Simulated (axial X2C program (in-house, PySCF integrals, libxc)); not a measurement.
# Nuclear properties of Sn₂⁺

Calculated with an in-house all-electron X2C program for linear molecules (integrals from PySCF): two-component X2C with atomic mean-field Coulomb and Gaunt terms, Gaussian nuclei, basis Sn dyall-cv3z with contracted cores.

R = 2.791 Å (near the PBE0 minimum at charge 1 of the determinant lowest at the starting distance; the state shown can have its own minimum elsewhere).

Input and command:
```json
{"zs": [50, 50], "q": 1, "bas": ["dyall-cv3z", "dyall-cv3z"], "r0": 2.8, "levels": ["PBE0", "HF", "PBE", "B3LYP", "r2SCAN"], "nst": 3}
```
```bash
python soeom.py task.json out
```

Keys: zs atomic numbers; q charge; bas basis sets; r0 starting distance in Å; levels methods; nst determinants followed.

Determinant lowest in the PBE0 search, Ω = 3/2 (⟨Sz⟩ = 1.49, ⟨Lz⟩ = 0.01 at PBE0), spin on the atoms Sn 0.75, Sn 0.75:

| level | A∥/gI Sn (MHz) | qzz Sn (a.u.) |
| --- | --- | --- |
| PBE0 | -100 | -1.81 |
| HF | -331 | -2.25 |
| PBE | -53.1 | -1.67 |
| B3LYP | -13.3 | -1.74 |
| r2SCAN | -209 | -1.76 |

Determinant 0.31 eV from it at PBE0 and this distance, Ω = 1/2 (⟨Sz⟩ = -0.53, ⟨Lz⟩ = 1.03 at PBE0), spin on the atoms Sn -0.26, Sn -0.26:

```csv
level,A∥/gI Sn (MHz),qzz Sn (a.u.)
PBE0,1540,-8.31
HF,2370,-6.95
PBE,1490,-8.24
B3LYP,1470,-8.32
r2SCAN,1650,-8.50
```

A∥ (defined per Ω) follows by multiplying with gI = μI/(I μN); qzz is the electric field gradient, eQq0 = 234.96 MHz × Q/barn × qzz. The operators were transformed with the bare-nucleus X2C matrices; with these basis sets, hyperfine constants and field gradients can be off by tens of per cent, and where levels differ in sign neither size nor sign is settled.

Each state is one determinant with collinear spin, which with several unpaired electrons need not be a pure state. Unrestricted Hartree–Fock can overshoot spin polarisation at the nuclei. This is the top spin component of a Σ state; components of lower Ω are not single determinants and can lie lower. With several open shells hyperfine constants can be off by a factor of several. States lie within half an eV, so the first need not be the ground state. Further determinants of the search, some of them spin-mixed, are not shown. Where a field gradient or hyperfine factor spreads by more than a factor of two over the levels, a constant derived from it is not to be relied on. PBE0 term energies can be off by some tenths of an eV.
